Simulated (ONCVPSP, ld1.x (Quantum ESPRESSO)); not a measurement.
**Potentials for beryllium (Be) compared**

Generated with ld1.x 7.5 (TM, RRKJ, ultrasoft, PAW), atompaw 4.2 or ONCVPSP 4.0.1. The cutoff is in Ry: for ld1.x and atompaw files where the sum of valence levels is converged to 10 mRy in a Bessel basis, for ONCV files where the hardest occupied wave has 1 mHa per electron of residual kinetic energy. The error is the largest all-electron minus pseudo excitation energy over each file’s own four to seven test configurations (ionisations up to +4, promotions, holes and added fractions of an electron), all of which were solved. The labels leave out finer settings (local radius, basis sizes, second energies), which also bear on the numbers. Spin-polarised tests are not counted. The rows are a selection from randomly drawn settings: files with unsolved tests, undetermined cutoffs or missed reference levels are left out.

| potential | cutoff (Ry) | largest error (meV) | bound ghosts |
| --- | --- | --- | --- |
| ONCV, Wu-Cohen, scalar-relativistic, rc 0.90/4.00/3.90 (spd), local smoothed, core correction no, reference 1s2 2s1.5 2p0.5, qcut 14.3/3.9/2.4, projectors 2/2/2 | 143 | +79 | none |
| ONCV, PBEsol, scalar-relativistic, rc 2.05/1.75 (sp), local p, core correction yes, reference 2s2, qcut 2.5/3.5, projectors 3/0 | 19 | -7.2 | none |
| ONCV, PBE, scalar-relativistic, rc 0.65/0.65 (sp), local smoothed, core correction no, reference 1s2 2s2, qcut 16.2/13.9, projectors 2/1 | 215 | +2.7 | none |
| ONCV, PBE, scalar-relativistic, rc 0.75/0.70/0.80 (spd), local p, core correction no, reference 1s2 2s2, qcut 17/14.1/12.2, projectors 2/0/3 | 201 | +778 | none |
| ONCV, PBEsol, scalar-relativistic, rc 0.85/0.70 (sp), local smoothed, core correction no, reference 1s2 2s1.75, qcut 14.6/13.5, projectors 3/1 | 155 | +3.3 | none |
| ONCV, PBE, scalar-relativistic, rc 0.95/0.95/0.75 (spd), local d, core correction no, reference 1s2 2s2, qcut 13.9/10.4/12, projectors 3/2/0 | 136 | +4.7 | none |
| ONCV, PBE, scalar-relativistic, rc 2.20/2.30 (sp), local smoothed, core correction yes, reference 2s2, qcut 2.3/3.9, projectors 1/1 | 15 | -41 | none |
| TM semilocal, LDA (PZ), scalar-relativistic, rc 1.30/2.95/3.25 (spd), local d, core correction no, reference 2s1.75 2p0.25 | 25 | -25 | none |

Task: Fill in the row for Be: RRKJ, PBE, scalar-relativistic, rc 1.65/4.20/4.10 (spd), local s, core correction no, reference 2s2 2p0.

Result: cutoff 10 Ry, largest error -215 meV, bound ghosts: none.
